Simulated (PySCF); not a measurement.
## CeH4(H2O) at several levels of theory

Computed with PySCF 2.14.0 (density fitting, no spin-orbit coupling) at the geometry relaxed with r2SCAN:

```xyz
8
CeH4(H2O) (singlet)
Ce    0.1249    0.2163    0.0000
H    -0.5561   -0.4384    1.7747
H    -0.1016   -0.7007   -1.7747
H     2.1143    0.3122    0.2458
H    -0.7867    1.9871   -0.2458
O    -1.1095   -1.9216    0.0000
H    -1.4851   -2.3432    0.7835
H    -1.2868   -2.4577   -0.7835
```

```
    level                                                 basis    state  HOMO (eV)  gap (eV)  charge on Ce1 (e)  population of f-type functions on Ce1 (polarisation alone where 4f lies in the core)  dipole about the centre of mass (D)  largest force component (eV/Å)
   r2SCAN     Ce lcecp-2-SVP with ECP46, H def2-SVP, O def2-SVP  singlet          –         –               1.06                                                                                  0.05                                 4.40                            0.01
CAM-B3LYP                                              the same  singlet          –         –               1.11                                                                                  0.06                                 4.47                            0.16
    TPSSh                                              the same  singlet          –         –               1.17                                                                                  0.05                                 4.40                            0.18
   revPBE                                              the same  singlet          –         –               0.89                                                                                  0.05                                 4.37                            0.31
   r2SCAN  Ce lcecp-2-TZVP with ECP46, H def2-TZVP, O def2-TZVP  singlet          –         –               1.09                                                                                  0.06                                 4.17                            0.35
   r2SCAN             Ce x2c-SVPall, H x2c-SVPall, O x2c-SVPall  singlet      -5.81      1.33               0.62                                                                                  0.94                                 4.47                            0.28
```

In the lcecp rows the 4f levels are missing from HOMO and gap, and the state counts the valence alone.

Charges are Mulliken's, which hang on the basis. The relaxation used the grid (50, 194), these runs (75, 302) or, all-electron (x2c bases, spin-free X2C Hamiltonian), (99, 590).

Task: What does HF with Ce lcecp-2-SVP with ECP46, H def2-SVP, O def2-SVP give here?

Result: state singlet, charge on Ce1 (e) 1.64, population of f-type functions on Ce1 (polarisation alone where 4f lies in the core) 0.07, dipole about the centre of mass (D) 4.49, largest force component (eV/Å) 1.41. Time: 1.3 s on 2 threads of Arm Neoverse V1, on a shared host, from an already converged density.

No frequency check is given that shows the relaxed geometry to be a minimum.
